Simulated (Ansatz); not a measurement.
Breaking the Se3–H4 bond in H2SeZn (SMILES [ZnH][SeH]) (multiplicity 1 held, fragments rigid). Energies count from the point at 1.474 Å.
Geometry at that point (charge 0, multiplicity 1):
```csv
atom,x (Å),y (Å),z (Å)
Zn,-0.7092,-0.5098,-0.8288
H,-1.6137,-1.1646,-1.8828
Se,0.6540,0.5053,0.7407
H,0.6550,-0.7187,1.5618
```

R- and RO- levels are restricted; in cc, def2 and unpolarised 6-31G sets they are followed outwards from rest. Unrestricted levels (U-) break spin symmetry where that is lower. Levels need not reach the same state.

Cores are frozen in the correlated methods. Filled d and f shells under p-block atoms count as core.

Programs: Ansatz (an electronic-structure program) with Gaussian orbitals. Values without a source in brackets are computed.

Q: One of these levels gives 123.68 kcal/mol for the energy at R = 4.716 Å. Name it.
A) U-r2SCAN/def2-TZVPP
B) R-SCS-MP2/def2-TZVPP
C) R-r2SCAN/def2-TZVPP

A: C, R-r2SCAN/def2-TZVPP. The others give 83.29 (U-r2SCAN/def2-TZVPP), 91.82 (R-SCS-MP2/def2-TZVPP)

Doubts at one or more of the structures used: a restricted determinant that unrestricted orbitals would lower (R-r2SCAN/def2-TZVPP, R-SCS-MP2/def2-TZVPP); a spin-contaminated determinant (U-r2SCAN/def2-TZVPP).
